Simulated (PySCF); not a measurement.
C7H7NO.
Bonds: C1–C2, C2–O3 (double), C2–C4, C4–C5 (aromatic), C5–C6 (aromatic), C6–C7 (aromatic), C7–N8 (aromatic), N8–C9 (aromatic), C4–C9 (aromatic). Hydrogens: H10, H11, H12 on C1; H13 on C5; H14 on C6; H15 on C7; H16 on C9.

NICS = −σ at a ghost point: NICS(0) at the centroid of the ring atoms, NICS(1) 1 Å to either side along the normal of their mean plane, zz for the tensor component along that normal. Level: GIAO PBE/pcSseg-1 (PySCF, non-relativistic, gas phase) on the PBE0-D3(BJ)/def2-SVP geometry, one conformer.

Ring bond lengths (Å): C4–C5 1.399, C5–C6 1.387, C6–C7 1.397, C7–N8 1.330, N8–C9 1.329, C9–C4 1.400.

**Question.** Give the NICS values of each ring in ppm.

**Answer.** 
```csv
ring,type,NICS(0),"NICS(1), two faces","NICS(1)zz, two faces",rms pucker (Å),"centre to ring atoms, mean (Å)"
C4–C5–C6–C7–N8–C9,6-membered ring with N; formal bonds all aromatic,-6.9,-10.7 / -10.7,-26.4 / -26.3,0.00,1.37
```

**Question.** What do they say, and how far can they be read as aromaticity?

**Answer.** 
- C4–C5–C6–C7–N8–C9: mean NICS(1)zz -26.3 ppm, shielded. The ring is flat and has no four-coordinate atom; by the NICS criterion it is aromatic.

**Question.** What does the geometric index give? HOMA = 1 − mean of α(R − Ropt)² over the ring bonds, with Krygowski's 1993 parameters (CC: Ropt 1.388 Å, α 257.7 Å⁻²; CN: Ropt 1.334 Å, α 93.52 Å⁻²).

**Answer.** 
- C4–C5–C6–C7–N8–C9: HOMA 0.98; the largest term is that of C9–C4, α(R − Ropt)² = 0.04. The geometric and the magnetic index point the same way.

**Question.** At the first NICS(1) probe listed for ring C4–C5–C6–C7–N8–C9, 1 Å off the ring, what do the in-plane components average?

**Answer.** The isotropic value is a third of the trace: (3 × -10.7 − (-26.4))/2 = -2.8 ppm.

**Question.** What are the shieldings of the ring atoms and their hydrogens in the same run (means over atoms taken as equivalent)?

**Answer.** 
```tsv
atoms	environment	σ isotropic (ppm)
C4	substituted aromatic carbon	48.6
C5	aromatic CH carbon	42.9
C6	aromatic CH carbon	52.9
C7	aromatic CH next to a ring nitrogen	23.5
N8	pyridine-type nitrogen	-93.8
C9	aromatic CH next to a ring nitrogen	26.8
H13	aromatic hydrogen	22.83
H14	aromatic hydrogen	23.91
H15	aromatic hydrogen	22.39
H16	aromatic hydrogen	22.08
```

**Question.** How do the values depend on the level or the medium?

**Answer.** 
| level | NICS(0), C4–C5–C6–C7–N8–C9 | mean NICS(1)zz, C4–C5–C6–C7–N8–C9 |
| --- | --- | --- |
| PBE/pcSseg-1, gas | -6.9 | -26.3 |
| PBE0/pcSseg-1, gas | -7.3 | -27.5 |
| PBE0/pcSseg-1, IEF-PCM acetonitrile | -7.1 | -27.2 |
| PBE0/pcSseg-1, IEF-PCM chloroform | -7.2 | -27.3 |
| PBE0/pcSseg-1, IEF-PCM dimethylsulfoxide | -7.1 | -27.2 |
| WP04/pcSseg-1, IEF-PCM chloroform | -7.4 | -26.2 |
| wB97X-D/pcSseg-1, IEF-PCM chloroform | -7.2 | -27.5 |

The geometry is the same throughout; the continuum's cavity takes Bondi-type radii × 1.2.

Shape of the structure used: `[CH3:1][C:2](=[O:3])[c:4]1[cH:5][cH:6][cH:7][n:8][cH:9]1`: C1–C2–C4–C5 -179°.
